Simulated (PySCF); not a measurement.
# Assigning NMR signals

Structure with atom numbers: `[CH2:1]=[CH:2][Si:3]([NH2:4])([CH:5]=[CH2:6])[SiH2:7][OH:8]`; H(Xn) means a hydrogen on atom n. Ha(C1), Ha(C6) are cis to Si3; Hb(C1), Hb(C6) are trans to Si3.

Isolated molecule, one computed conformer, non-relativistic, fast rotation and ring inversion assumed for equivalent nuclei. NMR shieldings at PBE0/pcSseg-1/GIAO; GFN2-xTB geometry; PySCF 2.14.

References, each an isolated molecule treated in the same way: ¹³C and ¹H against TMS.

Question: Assign these signals to the numbered atoms. ¹³C{¹H} NMR (computed): δ 149.5, 142.1.

Answer: 
149.5 → C2/C5, alkene CH: an sp2 carbon of a C=C bond
142.1 → C1/C6, terminal =CH2 carbon: as expected for a trigonal carbon in a double bond

Question: Assign these signals to the numbered atoms. ¹H NMR (400 MHz, computed): δ 6.52 (m, 2H), 6.43 (m, 2H), 6.01 (m, 2H), 5.55 (s, 2H), 0.43 (br s, 2H), 0.31 (br s, 1H).

Answer: 
| δ (ppm) | atoms | environment | reason |
| --- | --- | --- | --- |
| 6.52 | H(C2)/H(C5) | hydrogen on an alkene CH | attached to an sp2 carbon and in the plane of the double bond |
| 6.43 | Hb(C1)/Hb(C6) | hydrogen on a terminal =CH2 carbon | a vinylic proton, deshielded by the sp2 carbon and the C=C anisotropy |
| 6.01 | Ha(C1)/Ha(C6) | hydrogen on a terminal =CH2 carbon | – |
| 5.55 | H(Si7) | hydrogen on a silicon bonded to O, Si | – |
| 0.43 | H(N4) | hydrogen on a nitrogen bonded to Si | labile proton, position sensitive to the medium |
| 0.31 | H(O8) | hydrogen on an oxygen bonded to Si | exchangeable; this is the value without hydrogen bonding to other molecules |

H(C2)/H(C5) and Hb(C1)/Hb(C6); H(N4) and H(O8) lie closer than the usual error of such a calculation, so a measured spectrum could show them in the other order.

OH/NH shifts are gas-phase values; hydrogen bonding in solution moves them, usually downfield. Shifts are as computed. Against solution values, carbons near 30 ppm lie about +3 ppm off and those near 130 ppm about +5 ppm. Of 1211 compounds with measured shifts, 218 miss one by over three times the rms of a fit or turn the order of signals round; such compounds aren't used in these exercises. No couplings were computed; multiplicities are counted from neighbouring protons, with m where these are inequivalent, close in shift, in a saturated or five-membered ring or joined by F or P, and br s for small geminal =CH2 splittings.
